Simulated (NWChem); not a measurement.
## H3AlClN

SMILES: [AlH]([Cl])[NH2]
```xyz
6

Al     0.6585     0.3888     0.0000
H      1.3861     1.7964     0.0000
Cl    -1.4587     0.2529     0.0000
N      1.5816    -1.1283     0.0000
H      1.1777    -2.0678     0.0000
H      2.6029    -1.1833     0.0000
```
Charge 0, spin multiplicity 1.

All runs are NWChem calculations. The geometry was optimised at PBE/def2-SVP, a minimum by its harmonic frequencies. It is one conformer; others weren't searched.

Symmetry labels belong to the abelian group Cs used in the runs, with the axes of the coordinates shown; states degenerate in a higher group split over its labels.

The structure started from a generated list of species.

List the lowest 4 singlet excitations that TD-PBE/def2-SVP gives, with oscillator strengths.


| state | symmetry | energy (eV) | wavelength (nm) | f |
|---|---|---|---|---|
| 1 | a" | 5.79 | 214 | 0.036 |
| 2 | a' | 5.99 | 207 | 0.091 |
| 3 | a" | 6.26 | 198 | 0.007 |
| 4 | a" | 6.82 | 182 | 0.008 |
